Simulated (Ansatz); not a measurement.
```xyz
11

C    -0.053    1.442   -0.045
C     0.030    0.091   -0.708
F     1.228    0.004   -1.421
Ge   -0.032   -1.430    0.563
H     0.751    1.575    0.682
H     0.020    2.239   -0.790
H    -1.008    1.547    0.476
H    -0.778   -0.025   -1.439
H     0.147   -2.752   -0.197
H    -1.394   -1.430    1.281
H     1.091   -1.261    1.599
```

The species carries charge 0 and has multiplicity 1.

(1) List the PBE/def2-TZVPP orbital energies in eV (the Gaussian-basis code of Ansatz). (Estimate.)

## Answers

(1) The calculation gave: Occupied: -10804.32, -1337.70, -1191.11, -1191.11, -1191.11, -659.61, -271.03, -269.03, -162.28, -113.72, -113.71, -113.71, -29.73, -29.56, -29.55, -29.50, -29.49, -29.47, -18.98, -15.53, -13.64, -12.29, -11.15, -10.89, -9.62, -9.52, -8.38, -8.25, -7.89, -6.76. Lowest empty: -0.06, 0.36, 0.54, 0.67, 1.36, 1.62, 2.05, 2.30.
